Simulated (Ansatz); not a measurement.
LiAg12. The state is a doublet with charge 0. Geometry PBE-D4/def2-SVP, basis def2-TZVP, Ansatz.

```xyz
13

Li    1.803   -1.208   -1.087
Ag    2.522    0.725   -2.758
Ag   -1.095    1.824    0.869
Ag    1.356    1.899    2.480
Ag   -0.765   -2.767    1.552
Ag    2.378    1.393   -0.055
Ag    0.379   -1.156   -3.342
Ag   -0.972    0.589    3.382
Ag   -2.708    0.537   -1.094
Ag   -2.488   -0.640    1.384
Ag    0.532   -0.409    1.165
Ag    0.048    0.900   -1.510
Ag   -0.990   -1.686   -0.986
```

```
run  HOMO (eV)  LUMO (eV)
  A      -5.28      -0.95
  B      -3.78      -3.35
  C      -4.04      -2.75
  D      -3.78      -3.54
```

In the def2 sets Ag takes a core potential; there is no spin–orbit coupling. LC-ωPBE has ω = 0.4 bohr⁻¹. Single mean-field runs in def2-TZVP are fitted with def2-universal-jkfit. No other spin state of charge 0 was run. Another isomer (doublet) lies 0.09 eV lower at r2SCAN-D4/def2-TZVP; other spin states weren't run for this one.

HOMO and LUMO are taken over both spins.

Q: The runs used LC-ωPBE, PBE, PBE0, r2SCAN. Estimate which is which.

A: A LC-ωPBE (range-separated); B r2SCAN (0 % exact exchange); C PBE0 (25 % exact exchange); D PBE (0 % exact exchange). Exact exchange lowers occupied and raises empty levels; among semilocal functionals meta-GGAs tend to open the gap a little, and such runs are hard to tell apart. The gap grows from 0.24 eV (PBE) to 4.33 eV (LC-ωPBE).
